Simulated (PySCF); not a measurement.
**Two-dimensional NMR puzzle**

Compound of formula C8H7F. Correlations simulated from computed shifts and the bond graph:

HSQC (one-bond C–H):
```csv
δH,δC
6.34,150.5
6.19,114.6
5.45,86.9
2.23,6.0
```

COSY cross peaks (H two or three bonds apart, from the bond graph; peaks can be absent where the dihedral angle is near 90°):
```csv
δH,δH
6.34,6.19
6.34,5.45
```

HMBC (two and three bonds, from the bond graph):
```csv
δH,δC
6.34,"114.6, 86.9, 76.5"
6.19,"150.5, 88.6, 86.9, 76.5"
5.45,"150.5, 114.6"
2.23,"89.8, 72.2"
```

Carbons without hydrogens: δ 89.8, 88.6, 76.5, 72.2.

- PBE0/pcSseg-1 with gauge-including orbitals
- geometry from GFN2-xTB
- program: PySCF
- relativity neglected, averaged over atoms made equivalent by symmetry, fast rotation or ring inversion, gas phase, a single conformation

References, each an isolated molecule treated in the same way: 1H (σref 31.72), 13C (σref 186.93) against TMS.

Exchangeable hydrogens are left out of these lists.

Q: Work out the connectivity.

A: `CC#CC#C/C=C/CF`.

Mapped SMILES: `[CH3:1][C:2]#[C:3][C:4]#[C:5]/[CH:6]=[CH:7]/[CH2:8][F:9]`; H(Xn) means a hydrogen on atom n.

1. δC 150.5 is C7, an alkene CH (δH 6.34).
2. δC 114.6 is C6, an alkene CH (δH 6.19).
3. δC 89.8 is C2, an alkyne carbon.
4. δC 88.6 is C4, an alkyne carbon.
5. δC 86.9 is C8, an allylic sp3 CH2 bonded to F (δH 5.45).
6. δC 76.5 is C5, an alkyne carbon.
7. δC 72.2 is C3, an alkyne carbon.
8. δC 6.0 is C1, a propargylic methyl carbon (δH 2.23).
9. HMBC from δH 6.34 reaches the proton-free carbon C5.
10. HMBC from δH 6.19 reaches the proton-free carbons C4, C5.
11. HMBC from δH 2.23 reaches the proton-free carbons C2, C3.
12. COSY links 6.34–6.19, 6.34–5.45.

This is the structure that produced the data.

Shifts are as computed. Against solution values, carbons near 30 ppm lie about +3 ppm off and those near 130 ppm about +5 ppm. Of 1309 compounds with measured shifts, 239 miss one by over three times the rms of a fit or turn the order of signals round; such compounds aren't used in these exercises.
